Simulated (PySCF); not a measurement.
Magnetic susceptibility: `[F][GeH2][GeH2][CH2]Cl`, CH6ClFGe2

Cartesian coordinates in Å; atom numbers follow the order of the lines, from 1:
```xyz
11

F     1.7228    1.2925    1.3746
Ge    1.7965    0.2024   -0.0139
Ge   -0.2763   -1.0115   -0.0308
C    -1.7183    0.3419    0.0804
Cl   -1.3833    1.3878   -1.3202
H     3.0833   -0.5316    0.3039
H     2.0657    1.1965   -1.1199
H    -0.4791   -1.7567   -1.3229
H    -0.4179   -2.0391    1.0754
H    -1.6579    0.9623    0.9716
H    -2.7300   -0.0418   -0.0240
```

Theory: GIAO HF/pcSseg-1 magnetisability, rotational g tensor and spin-rotation constants, non-relativistic, gas phase (PySCF). Geometry: GFN2-xTB.

The calculation is non-relativistic, which matters for the atoms heavier than Zn.

(1) What are the magnetisability and the molar susceptibility?

(2) Split it along the inertial axes a, b, c into diamagnetic and paramagnetic parts about the centre of mass, with the quadrupole moment.

(3) And the rotational g tensor?

Answers

(1) Isotropic -1516 × 10⁻³⁰ J/T², or -91.3 × 10⁻⁶ cm³/mol; principal values -1584, -1531, -1433 × 10⁻³⁰ J/T², anisotropy 133 × 10⁻³⁰ J/T² (root of half the summed squared differences of the principal values). The susceptibility is in cgs units.

(2) 
| axis | χ (10⁻⁶ cm³/mol) | diamagnetic (10⁻⁶ cm³/mol) | paramagnetic (10⁻⁶ cm³/mol) | summed x² of all electrons (Å²) | quadrupole Θ (D Å) |
| --- | --- | --- | --- | --- | --- |
| a | -86.5 | -648.8 | 562.3 | 228.1 | -0.64 |
| b | -92.1 | -1156.2 | 1064.1 | 108.5 | -1.91 |
| c | -95.3 | -1427.8 | 1332.5 | 44.5 | +2.56 |

Anisotropies 2χaa − χbb − χcc = +14.4 and 2χbb − χaa − χcc = -2.4 × 10⁻⁶ cm³/mol. Θ is traceless in Buckingham's convention.

(3) 
| axis | rotational constant (GHz) | g | nuclear part | electronic part |
| --- | --- | --- | --- | --- |
| a | 2.0094 | -0.0255 | 0.5053 | -0.5308 |
| b | 1.0214 | -0.0099 | 0.5006 | -0.5106 |
| c | 0.7993 | -0.0076 | 0.4928 | -0.5004 |

Asymmetric top; isotopes 12C, 35Cl, 19F, 74Ge, 1H; no vibrational averaging.
